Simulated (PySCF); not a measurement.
C₇H₅FO.
SMILES with atom numbers: `[O:1]=[C:2]([F:3])[c:4]1[cH:5][cH:6][cH:7][cH:8][cH:9]1` (hydrogens: H10 on C5; H11 on C6; H12 on C7; H13 on C8; H14 on C9)

The calculation used PBE0-D3(BJ)/def2-SVP geometry optimisation, gas phase (PySCF 2.14.0).

Give the optimised bond lengths and angles.

```tsv
bond	length (Å)
O1=C2	1.186
C2–F3	1.342
C2–C4	1.477
C4–C5, C4–C9	1.400
C5–C6, C8–C9	1.391
C6–C7, C7–C8	1.396
C5–H10, C9–H14	1.091
C6–H11, C8–H13	1.092
C7–H12	1.093
```

Bonds in one row agree within 0.01 Å and their mean is given. A selection of angles:
```tsv
angle	degrees
O1–C2–F3	120.4
O1–C2–C4	127.2
F3–C2–C4	112.4
C2–C4–C5	121.9
C2–C4–C9	117.9
C5–C4–C9	120.2
C4–C5–C6	119.7
C4–C5–H10	119.6
C6–C5–H10	120.7
C5–C6–C7	120.0
C5–C6–H11	119.9
C7–C6–H11	120.1
C6–C7–C8	120.3
C6–C7–H12	119.8
```

Torsions: O1–C2–C4–C5 179° (antiperiplanar).

Of the pairs four or more bonds apart, F3···H10 is among the closest relative to their van der Waals radii: 2.38 Å, 89 % of the sum of Bondi's values. The 9 heavy atoms lie in one plane (0.004 Å rms). The 7 C–C bonds span 1.390 Å (C8–C9, aromatic) to 1.477 Å (C2–C4, drawn single), a spread of 0.087 Å. The 6-membered ring C4–C5–C6–C7–C8–C9 has internal angles of 119.7° to 120.3°; it is planar, 0.00 Å rms from its mean plane, widest ring torsion 0°.

Point group: Cs (every atom within 0.08 Å of its image). No frequency check. One conformer, not necessarily the lowest.
